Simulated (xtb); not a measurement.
Harmonic IR lines of one isomer of CH$_{7}$BN$_{2}$, unscaled. Calculation: GFN2-xTB in xtb.

wavenumber (cm⁻¹): 89 (vw), 260 (m), 318 (w), 508 (vw), 766 (s), 863 (s), 868 (w), 903 (m), 940 (m), 1071 (m), 1104 (m), 1144 (w), 1186 (w), 1244 (w), 1300 (w), 1358 (w), 1474 (w), 1486 (s), 1549 (m), 2610 (s), 2645 (vs), 2840 (m), 2881 (m), 3390 (vw), 3430 (vw)

**Question.** Name which structure gives these lines.
(A) `BNCN`
(B) `NBCN`
(C) `BC(N)N`
(D) `CNBN`

**Answer.** A, `BNCN`
